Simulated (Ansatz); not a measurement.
Reaction (formal exchange of groups at the Se–Si bond): `C[Se][SiH2]S` + `[BH2][AlH2]` → `C[Se][BH][AlH2]` + `[SiH3]S`

Calculated with Ansatz (gas phase, PBE0-D4/def2-TZVP geometries, no zero-point term in ΔE). CCSD(T)/CBS is the MP2 limit (def2-TZVPP, def2-QZVPP) plus CCSD(T) − MP2 in def2-TZVPP, frozen cores. This one scheme is used for every species. DFT in def2-TZVPP. For Se outer-core shells are correlated without core-valence functions, which leaves a few kJ/mol of doubt a bond. Scalar relativity is left out up to krypton. Each species was taken in one conformer, which may not be the lowest.

CCSD(T)/CBS gives -44.6 kJ/mol.

(1) Another level gave -45.5 kJ/mol. Which?
A. HF/def2-TZVPP
B. ωB97M-V/def2-TZVPP
C. CCSD/def2-TZVPP
D. CCSD(T)/def2-TZVPP

Largest T1 diagnostic among the species: 0.014.

## Answers

(1) C. CCSD/def2-TZVPP -45.5, ωB97M-V -41.5, CCSD(T)/def2-TZVPP -49.6, HF/def2-TZVPP -29.2 kJ/mol.

In def2-TZVPP, CCSD(T) changes the Hartree–Fock value by −20.3 kJ/mol (the triples alone add −4.1 kJ/mol) and MP2 by −17.8 kJ/mol. From PBE to PBE0 (25 % exact exchange), in def2-TZVPP and without D4, ΔE moves by +5.8 kJ/mol.
